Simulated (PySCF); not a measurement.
# Shifts of the heteroatoms

Bonds (- single, = double, # triple, : aromatic): N1-Si2 1.731 Å, Si2-O3 1.630 Å, Si2-O4 1.616 Å. N1 carries H5, H6; Si2 carries H7; O3 carries H8; O4 carries H9.

PySCF calculation with geometry from GFN2-xTB and PBE0/pcSseg-1 with gauge-including orbitals; non-relativistic Hamiltonian, isolated molecule, one conformer, rapidly exchanging positions averaged.

(1) Predict the $^{29}$Si NMR data.

(2) Predict the $^{15}$N NMR data.

(3) Where does $^{17}$O resonate?

## Answers

(1) 
```
atoms                  environment  σ (ppm)  δ (ppm)
  Si2  silicon bonded to N, 2 O, H    392.1    -42.3
```

Shieldings were converted by a linear fit to measured shifts: $^{29}$Si (scatter 8.9 ppm rms, 25.8 ppm with the 6 outliers that the fit left out vs TMS, solution or neat liquid). Occasional misses reach two or three times the rms, and more in compound classes unlike the fitted ones.

On a 400 MHz spectrometer $^{29}$Si resonates near 79.5 MHz, so 1 ppm is 79.5 Hz.

(2) 
```csv
atoms,environment,σ (ppm),δ (ppm)
N1,"nitrogen bonded to Si, 2 H",234.6,-364.2
```

Shieldings were converted by a linear fit to measured shifts: $^{15}$N: δ = -148.07 − 0.921σ (rms 6.3 ppm, 71 shifts vs CH3NO2, solution or neat liquid). Occasional misses reach two or three times the rms, and more in compound classes unlike the fitted ones.

On a 500 MHz spectrometer $^{15}$N resonates near 50.7 MHz, so 1 ppm is 50.7 Hz.

(3) 
| atoms | environment | σ (ppm) | δ (ppm) |
| --- | --- | --- | --- |
| O3/O4 | oxygen bonded to Si, H | 287.1 | 5.2 |

Shieldings were converted by a linear fit to measured shifts: $^{17}$O: δ = 266.70 − 0.911σ (rms 10.7 ppm, 155 shifts, 12.2 ppm with the 3 outliers that the fit left out vs liquid water, solution or neat liquid). A few per cent of atoms miss by over 2 rms, more outside the fitted compound classes.

On a 600 MHz spectrometer $^{17}$O resonates near 81.3 MHz, so 1 ppm is 81.3 Hz.
